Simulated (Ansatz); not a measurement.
Isolated molecules relaxed with PBE0-D4/def2-TZVP in Ansatz; ΔE leaves out vibrations. CCSD(T)/CBS adds triple-zeta CCSD(T) − MP2 to the extrapolated MP2 energy (def2 sets, frozen cores). DFT in def2-TZVPP. B3LYP here is the variant with VWN-RPA as its local correlation; programs differ in this. One conformer a species, not always the lowest.

`C[SiH](N)[AlH2]` + `OC[SiH](F)F` → `F[SiH](F)C[O][AlH2]` + `C[SiH2]N`  (cleavage of the Al–Si bond)

Problem. Is it downhill or uphill in electronic energy at CCSD(T)/CBS, and by how much? (Estimate.)

Solution. The calculation gave: Downhill: ΔE = -37.0 kcal/mol.

Problem. What do these levels give: PBE0-D4, B3LYP-D4, B3LYP, HF/def2-TZVPP, CCSD(T)/def2-TZVPP, CCSD/CBS(def2)? (Best estimate.)

Solution. Computed: PBE0-D4 -32.9, B3LYP-D4 -37.7, B3LYP -37.9, HF/def2-TZVPP -40.9, CCSD(T)/def2-TZVPP -37.1, CCSD/CBS(def2) -37.5 kcal/mol.

Largest T1 diagnostic among the species: 0.013.

From PBE to PBE0 (25 % exact exchange), in def2-TZVPP and without D4, ΔE moves by −1.1 kcal/mol. In def2-TZVPP, CCSD(T) changes the Hartree–Fock value by +3.8 kcal/mol (the triples alone add +0.5 kcal/mol) and MP2 by +1.4 kcal/mol.
